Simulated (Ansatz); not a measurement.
`NB(S)Br` and `NB(F)S` differ in one element.

Ansatz, PBE0-D4/def2-TZVP geometries, multiplicity 1. Each molecule was computed in one conformer, which needn't be the lowest.

Scalar relativity is left out up to krypton.

```csv
property,`NB(S)Br`
LUMO energy (B3LYP/def2-TZVPP) / eV,-0.13
LUMO energy (ωB97M-V/def2-TZVPP) / eV,1.83
HOMO energy (PBE/def2-TZVPP) / eV,-6.29
HOMO–LUMO gap (PBE/def2-TZVPP) / eV,5.53
LUMO energy (PBE0/def2-TZVPP) / eV,0.16
HOMO–LUMO gap (ωB97M-V/def2-TZVPP) / eV,11.56
```

Task: What does the change do to each property? (Best estimate.)

Result: Ansatz gave: 
```tsv
property	`NB(F)S`	shift
LUMO energy (B3LYP/def2-TZVPP) / eV	0.11	0.24
LUMO energy (ωB97M-V/def2-TZVPP) / eV	1.95	0.12
HOMO energy (PBE/def2-TZVPP) / eV	-6.12	0.17
HOMO–LUMO gap (PBE/def2-TZVPP) / eV	5.69	0.16
LUMO energy (PBE0/def2-TZVPP) / eV	0.45	0.29
HOMO–LUMO gap (ωB97M-V/def2-TZVPP) / eV	11.55	-0.01
```

With PBE0 the HOMO rises by 0.15 eV and the LUMO rises by 0.29 eV, so the gap widens by about 0.14 eV. PBE moves the HOMO by 0.17 eV and ωB97M-V by 0.14 eV.

B3LYP here is the variant with VWN-RPA as its local correlation; programs differ in this.

Spin–orbit coupling is left out; it splits and shifts lone-pair levels of the heavy atoms by tenths of an eV.
